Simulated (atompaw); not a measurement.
## Ca PAW (atompaw): all-electron and pseudo phase curves

- Element: Ca (Z = 20)
- Generator: atompaw 4.2.0.5
- Type: PAW
- Functional: PBE
- Relativity: scalar-relativistic
- Frozen core: [Ne] 3s2
- Valence charge: 8
- Reference configuration: 3p6 3d0 4s2 4p0
- Partial waves: 4s (bound): rc 3.00 bohr; 4s channel at 0.95 Ry: rc 3.00 bohr; 3p (bound): rc 1.90 bohr; 4p (bound, empty): rc 2.20 bohr; 3d (bound, empty): rc 3.00 bohr; 3d channel at 1.25 Ry: rc 3.00 bohr
- Local potential: troulliermartins scheme with l = 3 at 0 Ry, radius 2.00 bohr
- Core correction: smooth core density matched at 2.70 bohr
- Augmentation charge: besselshape compensation charge, radius 2.70 bohr; PAW radius 3.00 bohr; waves and projectors: custom polynom vanderbiltortho

The phase is arctan(r·u′/u) with u = r·R(r), unwrapped; energies in Ry, scanned from -4 to 5 Ry. A pole is an energy at which the radial function vanishes at the test radius. The pseudo phase is shifted by a multiple of π to meet the all-electron one at the reference energy, and phase errors are pseudo minus all-electron; the curves can meet again beyond the range given. Levels narrower than the energy grid can be missing from the lists of poles. n/a: not evaluated, since a narrow level or a reset projector energy made the automatic matching unsafe.

```
channel  radius (bohr)  reference energy (Ry)  poles, all-electron  poles, pseudo  unbroken range about the reference energy with phases within 0.05 rad  phase error 1 Ry above the reference energy (rad)
      s           3.02                  -0.28                 1.72           1.72                                                                    n/a                                                n/a
      p           3.02                  -0.10          -2.01, 2.47    -2.01, 2.28                                                              below 2.8                                             -0.010
      d           3.02                  -0.14           0.15, 3.62     0.15, 3.78                                                              below 4.8                                             +0.001
```

Note: ghost state, extra bound levels that the all-electron valence spectrum of the same l lacks: s at -82.1 eV. A true bound ghost makes a file unfit for plane-wave use.

Phases in the d channel:

```json
{"E (Ry)": "-4.00", "all-electron": "1.405", "pseudo": "1.406"}
{"E (Ry)": "-3.76", "all-electron": "1.400", "pseudo": "1.401"}
{"E (Ry)": "-3.52", "all-electron": "1.395", "pseudo": "1.395"}
{"E (Ry)": "-3.28", "all-electron": "1.388", "pseudo": "1.389"}
{"E (Ry)": "-3.04", "all-electron": "1.381", "pseudo": "1.381"}
{"E (Ry)": "-2.80", "all-electron": "1.373", "pseudo": "1.373"}
{"E (Ry)": "-2.56", "all-electron": "1.364", "pseudo": "1.364"}
{"E (Ry)": "-2.32", "all-electron": "1.353", "pseudo": "1.354"}
{"E (Ry)": "-2.08", "all-electron": "1.341", "pseudo": "1.341"}
{"E (Ry)": "-1.84", "all-electron": "1.325", "pseudo": "1.326"}
{"E (Ry)": "-1.60", "all-electron": "1.306", "pseudo": "1.307"}
{"E (Ry)": "-1.36", "all-electron": "1.282", "pseudo": "1.282"}
{"E (Ry)": "-1.12", "all-electron": "1.247", "pseudo": "1.248"}
{"E (Ry)": "-0.88", "all-electron": "1.195", "pseudo": "1.196"}
{"E (Ry)": "-0.64", "all-electron": "1.098", "pseudo": "1.099"}
{"E (Ry)": "-0.40", "all-electron": "0.833", "pseudo": "0.834"}
{"E (Ry)": "-0.16", "all-electron": "-0.581", "pseudo": "-0.581"}
{"E (Ry)": "0.08", "all-electron": "-1.492", "pseudo": "-1.491"}
{"E (Ry)": "0.32", "all-electron": "-1.698", "pseudo": "-1.697"}
{"E (Ry)": "0.56", "all-electron": "-1.815", "pseudo": "-1.814"}
{"E (Ry)": "0.80", "all-electron": "-1.929", "pseudo": "-1.928"}
{"E (Ry)": "1.04", "all-electron": "-2.085", "pseudo": "-2.085"}
{"E (Ry)": "1.28", "all-electron": "-2.366", "pseudo": "-2.366"}
{"E (Ry)": "1.52", "all-electron": "-2.953", "pseudo": "-2.950"}
{"E (Ry)": "1.76", "all-electron": "-3.730", "pseudo": "-3.722"}
{"E (Ry)": "2.00", "all-electron": "-4.170", "pseudo": "-4.162"}
{"E (Ry)": "2.24", "all-electron": "-4.378", "pseudo": "-4.370"}
{"E (Ry)": "2.48", "all-electron": "-4.493", "pseudo": "-4.484"}
{"E (Ry)": "2.72", "all-electron": "-4.566", "pseudo": "-4.557"}
{"E (Ry)": "2.96", "all-electron": "-4.618", "pseudo": "-4.607"}
{"E (Ry)": "3.20", "all-electron": "-4.658", "pseudo": "-4.646"}
{"E (Ry)": "3.44", "all-electron": "-4.691", "pseudo": "-4.676"}
{"E (Ry)": "3.68", "all-electron": "-4.719", "pseudo": "-4.702"}
{"E (Ry)": "3.92", "all-electron": "-4.746", "pseudo": "-4.725"}
{"E (Ry)": "4.16", "all-electron": "-4.772", "pseudo": "-4.746"}
{"E (Ry)": "4.40", "all-electron": "-4.798", "pseudo": "-4.766"}
{"E (Ry)": "4.64", "all-electron": "-4.828", "pseudo": "-4.787"}
{"E (Ry)": "4.88", "all-electron": "-4.862", "pseudo": "-4.807"}
```
